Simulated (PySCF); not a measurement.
Species: C3H6AlF.
Z-matrix (Å and degrees, PBE0-D3(BJ)/def2-SVP geometry), rows numbered from 1:
```
F 
C   1  1.3280
C   2  1.3526  1  121.41
C   3  1.4808  2  125.14  1   173.21
Al  4  1.9859  3   81.12  2   -69.25
H   2  1.0952  1  113.09  3  -175.04
H   3  1.0975  2  115.28  1     3.52
H   4  1.0982  3  114.54  2    40.53
H   4  1.0942  3  113.25  2   170.19
H   5  1.5860  4  120.69  3   -78.41
H   5  1.5873  4  114.96  3    99.26
```

The computed photoelectron lines, unassigned: C 1s: 290.19 (area 1), 291.38 (area 1), 292.78 (area 1) eV; F 1s: 693.23 eV; Al 1s: 1566.38 eV.

Theory: delta-SCF UKS SCAN, pcX-2 on the ionised atom, pcseg-1 elsewhere, spin-free X2C in PySCF 2.14.0. Geometry: PBE0-D3(BJ)/def2-SVP, one conformer, isolated molecule.

Task: Which carbon gives which C 1s line?

Result: 290.19 eV: C4 (allylic carbon); 291.38 eV: C3 (alkene CH carbon); 292.78 eV: C2 (vinylic C–F carbon). The listed C 1s values span 2.59 eV, from C4 (bonded to C, 2 H and Al) to C2 (bonded to F, C (double bond) and H). The widest gap between neighbouring values is 1.40 eV, between 291.38 and 292.78 eV. Summing the Pauling electronegativity differences to the bonded atoms, each weighted by its formal bond order, gives -1.64 for the lowest site and +1.08 for the highest; no listed site has a larger sum than the highest.

Bonded neighbours of each site: F1: C; C2: F, C (double bond) and H; C3: C (double bond), C and H; C4: C, 2 H and Al; Al5: C and 2 H.

Task: What is the C 1s shift of C3 against C4?

Result: 291.38 − 290.19 = +1.19 eV, or +115 kJ/mol.
